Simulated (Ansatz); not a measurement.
Geometry optimisation, RKS PBE/6-31G in Ansatz.

input.yaml

```yaml
crystal:
  periodic: [false, false, false]
  atoms:
    - { symbol: C, position_ang: [0.82833, 1.20529, -0.4238] }
    - { symbol: C, position_ang: [0.65658, -0.06317, -0.05002] }
    - { symbol: Na, position_ang: [2.52083, -1.43154, 0.14957] }
    - { symbol: Si, position_ang: [-1.0885, -0.65247, 0.29439] }
    - { symbol: H, position_ang: [1.8026, 1.63296, -0.64564] }
    - { symbol: H, position_ang: [0.01315, 1.92327, -0.54021] }
    - { symbol: H, position_ang: [-1.31768, -1.08065, 1.6808] }
    - { symbol: H, position_ang: [-1.98305, 0.50797, 0.03334] }
    - { symbol: H, position_ang: [-1.54147, -1.75582, -0.56271] }
basis:
  gaussian: { orbitals: "6-31G" }
hamiltonian:
  xc: pbe
relax:
  f_tol: 0.015
  max_steps: 40
```

Launched with:

```bash
$ ansatz run input.yaml --threads 1 --pin off --max-ram 2048MiB --backend cpu --events-out ev --progress --plain --runs-dir out
```

Problem. Where does it end, and by what steps?

Solution. The run converged. Limits of this set-up: no polarisation functions. After 8 steps the energy has fallen by 0.153 eV; H8 moved furthest, 0.26 Å.

```tsv
step	energy less start (eV)	largest force component (eV/Å)	accepted
0	0.0000	1.491	yes
1	-0.1294	0.282	yes
2	-0.1430	0.150	yes
3	-0.1316	0.471	no
4	-0.1503	0.076	yes
5	-0.1522	0.084	yes
6	-0.1524	0.067	yes
7	-0.1525	0.036	yes
8	-0.1526	0.013	yes
```

```xyz
9
Properties=species:S:1:pos:R:3
C 0.885 1.280 -0.455
C 0.671 -0.004 -0.065
Na 2.341 -1.555 0.214
Si -1.095 -0.613 0.286
H 1.890 1.680 -0.669
H 0.080 2.029 -0.590
H -1.217 -1.137 1.715
H -2.220 0.413 0.100
H -1.445 -1.808 -0.599
```

Whether the end is a true minimum wasn't checked by a vibrational analysis.

Run time: 31 s on 1 thread of Arm Neoverse V1 (shared host), peak memory 0.22 GiB.
